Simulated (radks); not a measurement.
All-electron atom: the gold ion Au4+ in [Kr] 4d10 4f14 5s2 5p4 5d7 6p2 (not the ground configuration). Method: Dirac Kohn-Sham, PBE, spin-unpolarised, spherical densities, finite nucleus; open shells fill j = l - 1/2 first; Fermi nuclear charge, rms radius 5.4371 fm; computed with a radial shooting solver on a logarithmic mesh with Libxc functionals.

Normalised radial functions P(r) = r R(r) (large component), r in bohr:

r          4f7/2    5p3/2    6p1/2
0.002086  0.0000   0.0058   0.0089
0.003291  0.0000   0.0133   0.0151
0.005151  0.0000   0.0291   0.0258
0.008062  0.0001   0.0608   0.0442
0.01262   0.0003   0.1187   0.0729
0.01975   0.0015   0.2061   0.1094
0.03091   0.0071   0.2915   0.1329
0.04838   0.0311   0.2668   0.0935
0.07573   0.1171  -0.0061  -0.0491
0.1185    0.3587  -0.3852  -0.1849
0.1855    0.8312  -0.2315  -0.0417
0.2904    1.3408   0.5010   0.2561
0.4545    1.3947   0.3550   0.0424
0.7113    0.8877  -0.8059  -0.4118
1.113     0.3187  -1.0807  -0.0619
1.743     0.0528  -0.4138   0.6838
2.727     0.0028  -0.0462   0.6477
4.269     0.0000  -0.0009   0.1689
6.682     0.0000  0.0000   0.0085

4f7/2: eigenvalue -148.14 eV, 0 radial nodes, <r> = 0.499 bohr, 90 % of the charge inside 0.800 bohr. 5p3/2: eigenvalue -119.05 eV, 3 radial nodes at r = 0.0752, 0.215, 0.526 bohr, <r> = 1.06 bohr, 90 % of the charge inside 1.52 bohr. 6p1/2: eigenvalue -39.872 eV, 4 radial nodes at r = 0.0667, 0.196, 0.471, 1.15 bohr, <r> = 2.31 bohr, 90 % of the charge inside 3.28 bohr.
